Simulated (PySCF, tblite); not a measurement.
Isomers of C6H13ClSi, one GFN2-xTB conformer each. Single-point energies are computed at PBE0/pcSseg-1 (PySCF, gas phase, no added dispersion term), electronic only.

```json
{"SMILES": "CCC/C(Cl)=C(/C)[SiH3]", "GFN2-xTB relative energy (kcal/mol)": "11.7"}
{"SMILES": "C[C@@H]1C[SiH2][C@H]1CCCl", "GFN2-xTB relative energy (kcal/mol)": "16.7"}
{"SMILES": "C=C(C)[Si@@H](Cl)CCC", "GFN2-xTB relative energy (kcal/mol)": "0.0"}
```

Conformers: `[CH3:1][CH2:2][CH2:3]/[C:4]([Cl:5])=[C:6](/[CH3:7])[SiH3:8]` with C1–C2–C3–C4 180°, C2–C3–C4–Cl5 -78°; `[CH3:1][C@@H:2]1[CH2:3][SiH2:4][C@H:5]1[CH2:6][CH2:7][Cl:8]` with Si4–C5–C6–C7 175°, C5–C6–C7–Cl8 178°, C1–C2–C3–Si4 -131°, C2–C3–Si4–C5 7°, C3–Si4–C5–C6 -127°, C1–C2–C5–Si4 130°; `[CH2:1]=[C:2]([CH3:3])[Si@@H:4]([Cl:5])[CH2:6][CH2:7][CH3:8]` with C1–C2–Si4–Cl5 123°, C2–Si4–C6–C7 56°, Si4–C6–C7–C8 -178°.

What does PBE0/pcSseg-1 give for the same structures?

```
                   SMILES  PBE0/pcSseg-1 E (Eh)  PBE0/pcSseg-1 (kcal/mol)  GFN2-xTB (kcal/mol)  point group
     C=C(C)[Si@@H](Cl)CCC            -985.57634                       0.0                  0.0           C1
C[C@@H]1C[SiH2][C@H]1CCCl            -985.51575                      38.0                 16.7           C1
    CCC/C(Cl)=C(/C)[SiH3]            -985.51233                      40.2                 11.7           C1
```

Both levels put the same isomer lowest; measured from each level's own lowest isomer, the values differ by up to 28.5 kcal/mol (CCC/C(Cl)=C(/C)[SiH3]: 11.7 against 40.2). Neighbours under 2.5 kcal/mol apart (C[C@@H]1C[SiH2][C@H]1CCCl and CCC/C(Cl)=C(/C)[SiH3]) can change places with a better method, another conformer or zero-point energy.

Which frontier levels, dipoles and rotational constants go with these structures?

```csv
SMILES,"HOMO (eV, PBE0/pcSseg-1)",LUMO (eV),dipole (D),"A, B, C (MHz)"
C=C(C)[Si@@H](Cl)CCC,-7.72,-0.32,2.08,"1497, 915.4, 677.1"
C[C@@H]1C[SiH2][C@H]1CCCl,-7.67,0.16,2.48,"2531, 642.5, 542.6"
CCC/C(Cl)=C(/C)[SiH3],-7.03,-0.29,1.18,"1409, 1053, 641.7"
```

What happens when harmonic zero-point energies from GFN2-xTB frequencies are added?

```csv
SMILES,ZPE (kcal/mol),electronic (kcal/mol),with ZPE (kcal/mol)
C=C(C)[Si@@H](Cl)CCC,108.2,0.0,0.0
C[C@@H]1C[SiH2][C@H]1CCCl,108.1,38.0,37.8
CCC/C(Cl)=C(/C)[SiH3],105.2,40.2,37.2
```

The zero-point energies span 3.0 kcal/mol. The lowest isomer stays, but the order above it changes.
